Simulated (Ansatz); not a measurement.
A set of 12 reactions (bond dissociation), with CCSD(T)/CBS values in kJ/mol:

| reaction | ΔE |
| --- | --- |
| `B[O][GeH2][CH3]` → `[CH3][GeH2]`• + `B[O]`• | 399.8 |
| `CO[SiH](O)[SiH3]` → `C[O]`• + `O[SiH][SiH3]`• | 506.8 |
| `CC[O][Zn][Cl]` → `CC[O]`• + `[Cl][Zn]`• | 367.9 |
| `O[SiH]([SiH3])[GaH2]` → `[GaH2]`• + `O[SiH][SiH3]`• | 301.1 |
| `[OH][GeH2][I]` → `[GeH2][I]`• + `[OH]`• | 447.2 |
| `BC` → `[BH2]`• + `[CH3]`• | 461.1 |
| `[SiH3][SiH2][SiH2][SiH2][SiH2][SiH3]` → 2 `[SiH2][SiH2][SiH3]`• | 327.7 |
| `FC(F)O[SiH3]` → `[O]C(F)F`• + `[SiH3]`• | 525.3 |
| `FC(F)[SiH3]` → `F[CH]F`• + `[SiH3]`• | 350.3 |
| `[OH][GeH2][SiH2]S` → `[OH][GeH2]`• + `[SiH2]S`• | 318.5 |
| `O[Si](O)([SiH3])Br` → Br• + `O[Si](O)[SiH3]`• | 441.5 |
| `C[SiH](F)[O][AlH2]` → `[O][AlH2]`• + `C[SiH]F`• | 618.6 |

Program: Ansatz. Geometries: PBE0-D4/def2-TZVP. ΔE: electronic, gas phase. CBS: MP2 limit from def2 TZ/QZ plus the TZ coupled-cluster correction, frozen cores. Small cases extrapolate CCSD(T) itself. Functionals use def2-TZVPP. B3LYP here is the variant with VWN-RPA as its local correlation; programs differ in this. Open shells (•) are unrestricted, without spin–orbit coupling. Spin–orbit coupling would lower the free atoms: clearly for Br. Elements past krypton have def2 core potentials. For Br, Ga, Ge, I, Zn outer-core shells are correlated without core-valence functions, so the limit isn't a true one: a few kJ/mol of doubt a bond, and 10 to 20 or more in all where bonds break to atoms. Scalar relativity is left out up to krypton. One conformer a species, not always the lowest.

**Question.** Give the mean, mean absolute and largest difference (level minus CCSD(T)/CBS, kJ/mol) for: PBE-D4, r2SCAN-D4, B3LYP-D4, ωB97X-V, r2SCAN, PBE0, HF/def2-TZVPP, MP2/def2-TZVPP, SCS-MP2/def2-TZVPP, CCSD/def2-TZVPP, CCSD(T)/def2-TZVPP, HF/def2-QZVPP, MP2/def2-QZVPP, SCS-MP2/def2-QZVPP. (An estimate is asked.)

**Answer.** The calculation gave: 
```
             level    mean  mean absolute  largest
            PBE-D4   -30.1           30.6    -55.5
         r2SCAN-D4   -35.7           35.7    -52.1
          B3LYP-D4   -31.0           31.0    -48.2
           ωB97X-V    -9.2           11.2    -20.7
            r2SCAN   -38.0           38.0    -54.2
              PBE0   -34.4           34.4    -48.2
     HF/def2-TZVPP  -127.2          127.2   -172.8
    MP2/def2-TZVPP     9.7           14.6     39.0
SCS-MP2/def2-TZVPP     1.9            9.6     30.0
   CCSD/def2-TZVPP   -23.0           23.0    -33.7
CCSD(T)/def2-TZVPP   -14.4           14.4    -20.9
     HF/def2-QZVPP  -127.2          127.2   -168.6
    MP2/def2-QZVPP    18.0           18.5     44.9
SCS-MP2/def2-QZVPP    10.9           12.2     36.5
```

The largest T1 diagnostic in the set is 0.040, for `B[O]`• (customary mark 0.045).

CCSD(T)/CBS is a level of theory with its own doubt, and the functionals carry their triple-zeta basis error, so these figures describe this set and don't rank the functionals.
